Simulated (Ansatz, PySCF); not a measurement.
The pair A = C2H2 (SMILES C#C) (first 4 atoms), B = CH3F (SMILES CF); geometry from B3LYP-D3(BJ)/def2-TZVP.
(charge 0, multiplicity 1):
```xyz
9

C     -0.1330    -0.1057     0.1122
C      0.3573     0.3816    -0.8658
H     -0.5598    -0.5337     0.9899
H      0.7874     0.8110    -1.7375
C      0.6280    -0.0630     3.6387
F     -0.4786    -0.7875     3.1906
H      1.1110     0.3995     2.7779
H      0.2813     0.6996     4.3358
H      1.3122    -0.7509     4.1350
```

Correlated levels freeze the cores. CBS(a, b) extrapolates the correlation energy as X⁻³ and adds the Hartree–Fock energy of set b. MP2 and its Hartree–Fock in aug-cc-pVTZ are density fitted.

The values were computed with Ansatz (a quantum-chemistry and plane-wave program); PySCF for the dispersion terms. Each number belongs to the level named beside it.

The monomers are drawn apart, rigid, along the line of their centres of mass. Counterpoise-corrected interaction energies (kcal/mol):

```json
[
 {"level": "PBE/def2-TZVPPD", "R = 4.708 Å": "-0.9952", "R = 5.595 Å": "-0.4049"},
 {"level": "PBE-D3(BJ)/def2-TZVPPD", "R = 4.708 Å": "-1.2952", "R = 5.595 Å": "-0.5168"},
 {"level": "wB97M-V/def2-TZVPPD", "R = 4.708 Å": "-1.1783", "R = 5.595 Å": "-0.5053"},
 {"level": "MP2/CBS(aug-cc-pVDZ, aug-cc-pVTZ) + ΔCCSD(T)/aug-cc-pVDZ", "R = 4.708 Å": "-1.2054", "R = 5.595 Å": "-0.5019"}
]
```

Task: R is the distance of the centres of mass. Find the local exponent m of E ∝ R⁻ᵐ between the two points.

Result: 
m = ln(E₁/E₂)/ln(R₂/R₁): PBE/def2-TZVPPD 5.2; PBE-D3(BJ)/def2-TZVPPD 5.3; wB97M-V/def2-TZVPPD 4.9; MP2/CBS(aug-cc-pVDZ, aug-cc-pVTZ) + ΔCCSD(T)/aug-cc-pVDZ 5.1. For scale, two fixed dipoles give m = 3, dipole and quadrupole 4, quadrupoles 5, and dispersion or dipole-induced dipole 6 at long range; at these distances several terms mix, and what is left of overlap and damping shifts m, so it need not match one of them.
